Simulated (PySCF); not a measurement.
**Predicted spectroscopic data**

[PySCF: NMR shieldings at PBE0/pcSseg-1/GIAO; geometry from GFN2-xTB; no solvent; rapidly exchanging positions averaged; non-relativistic Hamiltonian; one computed conformer]

Shifts are taken against calculated references (same method and geometry level): ¹H (31.72 ppm) and ¹³C (186.93 ppm) against TMS. Where no couplings were computed, multiplicities follow the n + 1 count of equivalent neighbours, and m marks all less simple cases (inequivalent or close neighbours, rings, F or P nearby). Shifts are as computed. Against solution values, carbons near 30 ppm lie about +3 ppm off and those near 130 ppm about +5 ppm (rms about the fit 2.1 ppm; single classes can miss by 10 ppm). Of 1328 compounds with measured shifts, 309 miss one by over three times the rms of a fit or turn the order of signals round; such compounds aren't used in these exercises. Signals without a measured value on file couldn't be tested in this way; 1H shifts scatter by 0.2 ppm about their fit, and single ones miss by 0.5 ppm.

Compound 1 (C₂H₁₀OSi₂). ¹H NMR (600 MHz, computed): δ 3.95 (d, 6H), 3.52 (s, 3H), 2.95 (sept, 1H). ¹³C{¹H} NMR (computed): δ 62.2, 60.8. Structure: `InChI=1S/C2H10OSi2/c1-3-2(4)5/h2H,1,4-5H3`.

Compound 2 (C₇H₁₂). ¹H NMR (600 MHz, computed): δ 6.30 (d, 1H), 5.95 (m, 1H), 5.19 (m, 1H), 5.09 (m, 1H), 2.30 (q, 2H), 2.00 (d, 3H), 1.13 (t, 3H). ¹³C{¹H} NMR (computed): δ 157.0 (C), 139.2 (CH), 133.2 (CH), 120.9 (CH2), 30.9 (CH2), 22.9 (CH3), 18.6 (CH3). Structure: SMILES C(=C\C(=C)CC)/C.

Compound 3 (C₇H₁₂). ¹H NMR (600 MHz, computed): δ 2.32 (q, 2H), 2.29 (t, 2H), 1.46 (m, 2H), 1.20 (t, 3H), 1.17 (t, 3H). ¹³C{¹H} NMR (computed): δ 89.6 (C), 86.9 (C), 26.8 (CH2), 23.2 (CH2), 17.6 (CH3), 15.8 (CH2), 15.3 (CH3). Structure: 3-heptyne.
